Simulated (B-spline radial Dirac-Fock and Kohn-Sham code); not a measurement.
What relativity does to the binding energies of Tm¹⁷⁺

System: thulium as Tm¹⁷⁺ in the configuration [Kr] 4d10 4f6.

Both columns are ΔSCF binding energies of the configuration average from a radial finite-basis atomic code: non-relativistic Hartree-Fock with a point nucleus, and Dirac-Fock with a finite nucleus and the Coulomb interaction alone, averaged over the two j levels with weights 2j+1.

```
shell  Hartree-Fock (eV)  Dirac-Fock (eV)  shift (eV)  shift (%)
   1s            55937.9          60095.5    +4157.60      +7.43
   2s             9499.5          10587.4    +1087.92     +11.45
   2p             9072.6           9428.5     +355.98      +3.92
   3s             2488.2           2752.5     +264.23     +10.62
   3p             2294.0           2391.4      +97.42      +4.25
   3d             1936.1           1921.9      -14.13      -0.73
   4s              818.0            886.8      +68.84      +8.42
   4p              736.6            762.1      +25.47      +3.46
   4d              588.9            587.2       -1.64      -0.28
   4f              408.4            402.4       -6.01      -1.47
```

Relativity binds 1s, 2s, 2p, 3s, 3p, 4s, 4p more strongly, among those listed most of all 2s in relative terms, and 3d, 4d, 4f more weakly, because the contracted s and p shells screen the nucleus better.

Values without a named source are computed, but for edge energies of neutral atoms, which are taken from tables.
